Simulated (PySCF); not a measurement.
A small calculation by hand: chemical shift, span and skew from a shielding tensor

Al(H)2(Et) (C₂H₇Al), SMILES C[CH2][AlH2]. Atoms are numbered in the order given.

```xyz
10

Al    -0.1369    -1.2824     0.0000
H      0.8273    -2.5475     0.0000
H     -1.7123    -1.5073     0.0000
C      0.6377     0.5266     0.0000
C     -0.3344     1.7163     0.0000
H      1.3209     0.5860    -0.8709
H      1.3209     0.5860     0.8709
H     -0.9935     1.7049     0.8840
H     -0.9935     1.7049    -0.8840
H      0.1904     2.6871     0.0000
```

Coordinates come from a B3LYP-D3(BJ)/def2-SVP optimisation.

GIAO shieldings from KT2/pcSseg-1 (PySCF), non-relativistic, no solvent. The symmetric part of the tensor of C5 has the principal values 161.2, 166.5, 184.6 ppm. The same nucleus in TMS has σ = 185.1 ppm at this level (PySCF, at its B3LYP-D3(BJ)/def2-TZVP geometry).

### Question
Work out the isotropic shielding, the ¹³C shift against TMS, the span and the skew.

### Answer

σ(iso) = (σ11 + σ22 + σ33)/3 = 170.8 ppm. δ = σ(ref) − σ(iso) = 185.1 − (170.8) = 14.3 ppm.
Span Ω = σ33 − σ11 = 23.4 ppm. Skew κ = 3(σ(iso) − σ22)/Ω = 0.55. Tumbling in solution averages the tensor to δ; in a static solid the shielding alone would spread this spin-1/2 line over Ω.
